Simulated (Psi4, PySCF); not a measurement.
C3H10OSeSi (SMILES CC(C)[Se]O[SiH3]), singlet, geometry from GFN2-xTB, atoms displaced at random by about 0.03 Å a coordinate. Base run: PBE/STO-3G, gradient run with PySCF.

Input for PySCF:
```python
from pyscf import gto, scf, dft

mol = gto.Mole()
mol.atom = '''
    Se    0.13601162   -0.06866788    1.02594044
    C    -0.76142895   -1.28339958   -0.35515624
    C    -1.57784983   -2.24380833    0.41360137
    C     0.26030098   -1.84688879   -1.21941531
    H    -1.39060871   -0.61433196   -0.91781710
    H    -2.12744890   -2.89546506   -0.27125551
    H    -0.90713030   -2.84256665    1.08467994
    H    -2.34853503   -1.82082650    1.06072445
    H     0.85879729   -1.07777922   -1.74258168
    H    -0.21388929   -2.45532673   -1.98581021
    H     0.88039858   -2.57854811   -0.71529500
    O     0.94639481    1.04171009   -0.31747377
    Si    0.36214277    2.29762247   -1.14696230
    H    -0.61824103    1.72428306   -2.15921277
    H     1.59639316    2.72564275   -1.84184674
    H    -0.33307955    3.26830352   -0.37958708
'''
mol.basis = 'sto-3g'
mol.verbose = 4
mol.build()

mf = dft.RKS(mol)
mf.xc = 'pbe'
mf.kernel()
g = mf.nuc_grad_method()
grad = g.kernel()
```

Programs used: Psi4, PySCF; a row that names a program was run with it.

The coordinate followed is z of atom 11.

Variants of this job, named by their change:

| change | dE/dx (Eh/bohr) | net force (Eh/bohr) |
|---|---|---|
| base | -0.013725 | 0.000072 |
| grids.level = 5; grid_response = off | -0.013729 | 0.000007 |
| finite difference step (bohr) = 1e-3; conv_tol = 1e-11 | -0.013755 | - |
| conv_tol = 1e-6 | -0.013724 | 0.000072 |
| grids.level = 0; grid_response = off | -0.013974 | 0.015912 |
| finite difference step (bohr) = 0.01; conv_tol = 1e-11 | -0.013755 | - |
| grid_response = on | -0.013756 | 0.000000 |
| finite difference step (bohr) = 0.2; conv_tol = 1e-11 | -0.013452 | - |
| code = psi4 | -0.013730 | 0.000088 |
| conv_tol = 1e-11 | -0.013725 | 0.000072 |
| grids.level = 1; grid_response = off | -0.013748 | 0.000635 |
| density fitting = on; auxbasis_response = off | -0.013745 | 0.003789 |

The net force is zero for an exact gradient.
